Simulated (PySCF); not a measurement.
C4H2ClF3. Atoms are numbered in the order given.

```xyz
10

F     -2.5059    -0.3564     0.4419
C     -1.6346     0.3097    -0.3529
F     -2.3280     0.7301    -1.4391
F     -1.2059     1.3964     0.3144
C     -0.5036    -0.5985    -0.7711
C      0.7624    -0.3476    -0.5110
C      2.0295    -0.0892    -0.2684
Cl     2.8586    -0.6214     1.1678
H     -0.8182    -1.5040    -1.3211
H      2.6574     0.4905    -0.9650
```
Charge 0, spin multiplicity 1.

The structure is a stationary point at PBE-D3(BJ)/def2-SVP.

The numbers are results of PBE-D3(BJ)/def2-SVP in PySCF, not measurements.

Frequencies are harmonic and unscaled.

Computed vibrational spectrum:
| mode | ν (cm⁻¹) | IR (km/mol) | moving atoms (share of kinetic energy) |
|---|---|---|---|
| 1 | 39 | 0.6 | F 61 %, C 20 %, Cl 14 % |
| 2 | 73 | 0.2 | F 39 %, Cl 38 %, C 23 % |
| 3 | 160 | 0.9 | C 51 %, F 19 %, Cl 17 %, H 13 % |
| 4 | 186 | 0.5 | C 42 %, F 35 %, Cl 13 %, H 11 % |
| 5 | 320 | 3.4 | F 58 %, C 33 %, H 8 % |
| 6 | 373 | 1.1 | F 45 %, C 40 % |
| 7 | 433 | 1.8 | C 53 %, F 36 %, H 8 % |
| 8 | 500 | 8.2 | F 54 %, C 34 %, Cl 9 % |
| 9 | 547 | 14.8 | C 49 %, F 40 % |
| 10 | 552 | 0.5 | F 68 %, C 18 %, H 13 % |
| 11 | 672 | 24.9 | F 55 %, C 40 % |
| 12 | 733 | 18.1 | H 51 %, C 41 % |
| 13 | 768 | 69.3 | C 73 %, Cl 17 %, H 8 % |
| 14 | 834 | 8.5 | F 50 %, C 33 %, H 16 % |
| 15 | 842 | 24.8 | H 67 %, C 24 %, F 9 % |
| 16 | 1074 | 29.0 | H 68 %, C 29 % |
| 17 | 1129 | 237.1 | C 51 %, H 33 %, F 16 % |
| 18 | 1142 | 283.8 | C 77 %, F 22 % |
| 19 | 1213 | 48.2 | H 53 %, C 41 % |
| 20 | 1258 | 208.3 | C 79 %, F 12 %, H 9 % |
| 21 | 1389 | 157.8 | C 82 %, H 17 % |
| 22 | 2031 | 5.6 | C 99 % |
| 23 | 3085 | 1.9 | H 92 %, C 8 % |
| 24 | 3118 | 6.6 | H 92 %, C 8 % |
